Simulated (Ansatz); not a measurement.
The Be1–H2 bond of BeH2O (SMILES [BeH][OH]) is stretched (multiplicity 1, the rest rigid).
Geometry at rest (charge 0, multiplicity 1):
```xyz
4

Be    -0.7841    -0.3530     0.0298
H     -1.9953    -0.8949     0.0798
O      0.5111     0.1852    -0.0736
H      1.0425     0.8250     0.3897
```

Correlated levels freeze the cores.

Programs: Ansatz (an electronic-structure program). Each number belongs to the level named beside it.

FIC-MRCISD+Q on CASSCF(2,2)/aug-cc-pVTZ, total energies (hartree):

```csv
R (Å),CASSCF,MRCISD,weight c² of the reference
1.328,-90.766736,-91.051390,0.93206
2.324,-90.691572,-90.966219,0.93442
4.249,-90.638936,-90.906379,0.93754
```

Question: Add the Davidson correction (E_MRCISD − E_CASSCF)(1 − c²)/c² and give the energies above the first point at the three levels.

Answer: 
Corrections (hartree): -0.020749, -0.019275, -0.017817. Above the first point (kcal/mol):
- R = 2.324 Å: CASSCF 47.2, MRCISD 53.4, with the correction 54.4
- R = 4.249 Å: CASSCF 80.2, MRCISD 91.0, with the correction 92.8
